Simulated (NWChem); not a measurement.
Molecule: C$_{3}$H$_{6}$ClF; SMILES CC[C@@H](F)Cl

```xyz
11

C     -0.8597     1.7132     0.5724
C     -0.2539     1.1470    -0.7098
C      0.5573    -0.1213    -0.5074
F      1.5704     0.0962     0.3893
Cl    -0.4798    -1.4817     0.1027
H     -1.5706     0.9929     1.0228
H     -1.4021     2.6567     0.3689
H     -0.0690     1.9227     1.3190
H      0.4372     1.8852    -1.1733
H     -1.0373     0.9295    -1.4650
H      1.0015    -0.4976    -1.4522
```
Atoms are numbered in this order, from 1.

Coordinates come from a PBE-D3(BJ)/def2-SVP optimisation.

List the 4 lowest vertical singlet excitations from PBE0/6-31+G* (spherical d), full TDDFT (NWChem).


| state | energy (eV) | oscillator strength | leading excitation (squared amplitude) |
|---|---|---|---|
| S1 | 7.29 | 0.001 | HOMO → LUMO (0.60) |
| S2 | 7.63 | 0.002 | HOMO−1 → LUMO (0.62) |
| S3 | 7.93 | 0.018 | HOMO → LUMO+1 (0.58) |
| S4 | 8.27 | 0.021 | HOMO−1 → LUMO+1 (0.62) |
